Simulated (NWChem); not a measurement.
System: BeHCl; SMILES [BeH][Cl]

Output (shortened):

```
             Northwest Computational Chemistry Package (NWChem) 7.3.0
             --------------------------------------------------------

                             Geometry "geometry" -> ""
                             -------------------------

 Output coordinates in angstroms (scale by  1.889725989 to convert to a.u.)

  No.       Tag          Charge          X              Y              Z
 ---- ---------------- ---------- -------------- -------------- --------------
    1 Be                   4.0000     0.00000000     0.00000000    -1.30005200
    2 H                    1.0000     0.00000000     0.00000000    -2.63553300
    3 Cl                  17.0000     0.00000000     0.00000000     0.52668500

 Effective nuclear repulsion energy (a.u.)      24.1283621662

                              NWChem Property Module
                              ----------------------

                                 NWChem DFT Module
                                 -----------------

 Summary of "ao basis" -> "ao basis" (spherical)
 ------------------------------------------------------------------------------
       Tag                 Description            Shells   Functions and Types
 ---------------- ------------------------------  ------  ---------------------
 Be                       sadlej pvtz               10       24   5s3p2d
 H                        sadlej pvtz                5        9   3s2p
 Cl                       sadlej pvtz               14       32   7s5p2d

            General Information
            -------------------
          SCF calculation type: DFT
          Wavefunction type:  closed shell.
          No. of atoms     :     3
          No. of electrons :    22
           Alpha electrons :    11
            Beta electrons :    11
          Charge           :     0
          Spin multiplicity:     1
          Use of symmetry is: off; symmetry adaption is: off
          Maximum number of iterations: 150
          AO basis - number of functions:    65
                     number of shells:    29
          Convergence on energy requested:  1.00D-06
          Convergence on density requested:  1.00D-05
          Convergence on gradient requested:  5.00D-04

              XC Information
              --------------
                         PBE0 Method XC Functional
                     Hartree-Fock (Exact) Exchange  0.250
          PerdewBurkeErnzerhof Exchange Functional  0.750
            Perdew 1991 LDA Correlation Functional  1.000 local
           PerdewBurkeErnz. Correlation Functional  1.000 non-local

             Grid Information
             ----------------
          Grid used for XC integration:  medium
          Radial quadrature: Mura-Knowles
          Angular quadrature: Lebedev.
          Tag              B.-S. Rad. Rad. Pts. Rad. Cut. Ang. Pts.
          ---              ---------- --------- --------- ---------
          Be                  1.05       49          21.0       434
          H                   0.35       45          15.0       434
          Cl                  1.00       88          14.0       590
          Grid pruning is: on
          Number of quadrature shells:   182
          Spatial weights used:  Erf1

      Superposition of Atomic Density Guess
      -------------------------------------

 Sum of atomic energies:        -474.55024375

      Non-variational initial energy
      ------------------------------

 Total energy =    -474.830156
 1-e energy   =    -702.061178
 2-e energy   =     203.102660
 HOMO         =      -0.439130
 LUMO         =       0.012003

   convergence    iter        energy       DeltaE   RMS-Dens  Diis-err
 ---------------- ----- ----------------- --------- --------- ---------
 d= 0,ls=0.0,diis     1   -475.4024502565 -5.00D+02  1.75D-02  4.18D-01
 d= 0,ls=0.0,diis     2   -475.4159265050 -1.35D-02  7.94D-03  1.07D-01
 d= 0,ls=0.0,diis     3   -475.4272571681 -1.13D-02  2.39D-03  3.40D-02
 d= 0,ls=0.0,diis     4   -475.4320425707 -4.79D-03  3.09D-04  3.47D-05
 d= 0,ls=0.0,diis     5   -475.4320512844 -8.71D-06  3.21D-05  2.55D-06
 d= 0,ls=0.0,diis     6   -475.4320517395 -4.55D-07  6.56D-06  1.73D-07

         Total DFT energy =     -475.432051739522
      One electron energy =     -703.367167008909
           Coulomb energy =      235.114262591907
    Exchange-Corr. energy =      -31.307509488765
 Nuclear repulsion energy =       24.128362166245

 Numeric. integr. density =       22.000001000649

                       DFT Final Molecular Orbital Analysis
                       ------------------------------------

 Vector    9  Occ=2.000000D+00  E=-3.553060D-01
              MO Center= -1.5D-07, -1.5D-07,  4.1D-01, r^2= 1.3D+00
   Bfn.  Coefficient  Atom+Function         Bfn.  Coefficient  Atom+Function
  ----- ------------  ---------------      ----- ------------  ---------------
    48      0.367257  3 Cl py                47      0.363521  3 Cl px
    45      0.206475  3 Cl py                44      0.204374  3 Cl px
    42     -0.192847  3 Cl py                41     -0.190885  3 Cl px
    51      0.177230  3 Cl py                50      0.175427  3 Cl px
     7      0.123061  1 Be py                 6      0.121809  1 Be px

 Vector   10  Occ=2.000000D+00  E=-3.553060D-01
              MO Center= -9.3D-10,  9.1D-10,  4.1D-01, r^2= 1.3D+00
   Bfn.  Coefficient  Atom+Function         Bfn.  Coefficient  Atom+Function
  ----- ------------  ---------------      ----- ------------  ---------------
    47      0.367257  3 Cl px                48     -0.363521  3 Cl py
    44      0.206475  3 Cl px                45     -0.204374  3 Cl py
    41     -0.192847  3 Cl px                42      0.190885  3 Cl py
    50      0.177230  3 Cl px                51     -0.175427  3 Cl py
     6      0.123061  1 Be px                 7     -0.121809  1 Be py

 Vector   11  Occ=2.000000D+00  E=-3.549702D-01
              MO Center=  1.5D-07,  1.5D-07, -2.3D+00, r^2= 1.3D+00
   Bfn.  Coefficient  Atom+Function         Bfn.  Coefficient  Atom+Function
  ----- ------------  ---------------      ----- ------------  ---------------
     8      0.509342  1 Be pz                25     -0.498477  2 H  s
     3     -0.219705  1 Be s                 40     -0.218793  3 Cl s
     4     -0.199203  1 Be s                 27      0.167130  2 H  s
     2      0.121778  1 Be s                 49     -0.121409  3 Cl pz
    33      0.110098  2 H  pz                11      0.081749  1 Be pz

 Vector   12  Occ=0.000000D+00  E=-2.398614D-02
              MO Center= -8.8D-09,  5.5D-10, -1.5D+00, r^2= 5.5D+00
   Bfn.  Coefficient  Atom+Function         Bfn.  Coefficient  Atom+Function
  ----- ------------  ---------------      ----- ------------  ---------------
     6      0.718019  1 Be px                 9      0.441069  1 Be px
    50     -0.176544  3 Cl px                47     -0.159926  3 Cl px
    53     -0.099373  3 Cl px                44     -0.094830  3 Cl px
    41      0.080627  3 Cl px                59      0.075761  3 Cl d  1
    23      0.065866  1 Be d  1              12      0.051748  1 Be px

 Vector   13  Occ=0.000000D+00  E=-2.398614D-02
              MO Center= -1.1D-09,  3.2D-10, -1.5D+00, r^2= 5.5D+00
   Bfn.  Coefficient  Atom+Function         Bfn.  Coefficient  Atom+Function
  ----- ------------  ---------------      ----- ------------  ---------------
     7      0.718019  1 Be py                10      0.441069  1 Be py
    51     -0.176544  3 Cl py                48     -0.159926  3 Cl py
    54     -0.099373  3 Cl py                45     -0.094830  3 Cl py
    42      0.080627  3 Cl py                57     -0.075761  3 Cl d -1
    21     -0.065866  1 Be d -1              13      0.051748  1 Be py

 Vector   14  Occ=0.000000D+00  E=-5.453329D-03
              MO Center= -8.7D-08,  8.1D-08,  2.6D-02, r^2= 1.5D+01
   Bfn.  Coefficient  Atom+Function         Bfn.  Coefficient  Atom+Function
  ----- ------------  ---------------      ----- ------------  ---------------
     5      1.922650  1 Be s                 27     -1.499078  2 H  s
     4      0.466426  1 Be s                 11     -0.348315  1 Be pz
    14      0.247738  1 Be pz                39     -0.222740  3 Cl s
    38     -0.175646  3 Cl s                 25     -0.165323  2 H  s
    17     -0.118159  1 Be d  0               8      0.097125  1 Be pz

     Multipole analysis of the density
     ---------------------------------

     L   x y z        total         alpha         beta         nuclear
     -   - - -        -----         -----         ----         -------
     0   0 0 0     -0.000000    -11.000000    -11.000000     22.000000

     1   1 0 0     -0.000000     -0.000000     -0.000000      0.000000
     1   0 1 0     -0.000000     -0.000000     -0.000000      0.000000
     1   0 0 1     -0.225041     -1.168787     -1.168787      2.112532

     2   2 0 0    -13.711807     -6.855903     -6.855903      0.000000
     2   1 1 0     -0.000000     -0.000000     -0.000000      0.000000
     2   1 0 1      0.000000      0.000000      0.000000      0.000000
     2   0 2 0    -13.711807     -6.855903     -6.855903      0.000000
     2   0 1 1      0.000000      0.000000      0.000000      0.000000
     2   0 0 2    -16.333966    -41.060638    -41.060638     65.787309

[...]

 DFT Linear Response polarizability / au
 Frequency  =       0.1139000 / au
 Wavelength =     400.0294381 / nm
              X              Y              Z
 -----------------------------------------------
 X      30.7932358     -0.0000000     -0.0000000
 Y      -0.0000000     30.7932358     -0.0000000
 Z      -0.0000000     -0.0000000     40.5292060
 -----------------------------------------------
 Eigenvalues =      30.7932357     30.7932358     40.5292060
 Isotropic   =      34.0385592
 Anisotropic =       9.7359702
 -----------------------------------------------

 Magnetic Dipole Response Matrix (nonzero elements):

 Exiting AOResponse driver routine
```

Level: PBE0/Sadlej pVTZ. Coordinates come from a PBE-D3(BJ)/def2-SVP optimisation.

Which NWChem input produces such a log?

One answer among several that fit: the input that was run:
```
start job
memory heap 200 mb stack 900 mb global 1100 mb
geometry units angstroms noautosym nocenter noautoz
  Be     0.000000     0.000000    -1.300052
  H      0.000000     0.000000    -2.635533
  Cl     0.000000     0.000000     0.526685
end
basis spherical
  * library sadlej_pvtz
end
dft
  xc pbe0
  iterations 150
end
property
  response 1 0.1139
end
task dft property
```
